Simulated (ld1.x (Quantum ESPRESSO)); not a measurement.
# PBE PAW dataset for Li (Z = 3), non-relativistic all-electron reference.

Li (Z = 3), PAW, made with ld1.x (Quantum ESPRESSO) 7.5 (PBE, non-relativistic). Core none, reference 1s2 2s0.75 2p0.25. Waves: 1s (bound): rcut 0.95, rcutus 1.30 bohr; 2s (bound): rcut 0.95, rcutus 1.30 bohr; 2p (bound): rcut 3.45, rcutus 4.65 bohr; 2p channel at 1.1 Ry: rcut 3.45, rcutus 4.65 bohr; 3d channel at -0.15 Ry: rcut 3.15, rcutus 4.05 bohr; 3d channel at 0.25 Ry: rcut 3.15, rcutus 4.05 bohr. Local part: all-electron potential smoothed inside 3.75 bohr (lloc = -1). Core correction: none. Augmentation charge: PSQ, inside the norm-conserving radii.

All-electron outer shells of the reference configuration (PBE, non-relativistic, ld1.x):

```json
{"shell": "1s", "level (eV)": "-52.24", "outermost node (bohr)": "–", "outermost maximum (bohr)": "0.36"}
{"shell": "2s", "level (eV)": "-3.01", "outermost node (bohr)": "0.83", "outermost maximum (bohr)": "3.12"}
{"shell": "2p", "level (eV)": "-1.22", "outermost node (bohr)": "–", "outermost maximum (bohr)": "3.81"}
```

Does the generator finish with these settings?

Yes, a potential is produced and its reference levels are reproduced.

Estimate the cutoffs (Ry, on a coarse ladder) from which the occupation-weighted sum of valence levels, in a spherical-Bessel basis at the reference potential, stays within 10 and 1 mRy of its value at 400 Ry.

45 Ry and 55 Ry.

Does the potential have ghost states?

No extra level below or beside the all-electron valence levels (s, p, d tested).

Is the overlap operator S = 1 + Σ q|β⟩⟨β| positive definite (Bessel basis up to 400 Ry)?

Yes: its lowest eigenvalue is 0.04 (d channel).

Which valence shell sets the plane-wave cutoff?

2s: its level needs 55 Ry to come within 1 mRy, against 35 Ry for 1s.

Test run stopped at test 5 of 5 (negative rho), 4 before it not solved. Not counted: 1s2 2s1 2p0 (solver errors, printed error -96.2 eV); 1s2 2s0 2p0 (solver errors, printed error -76.6 eV); 1s1 2s1 2p0 (solver errors, printed error -37.1 eV); 1 more.
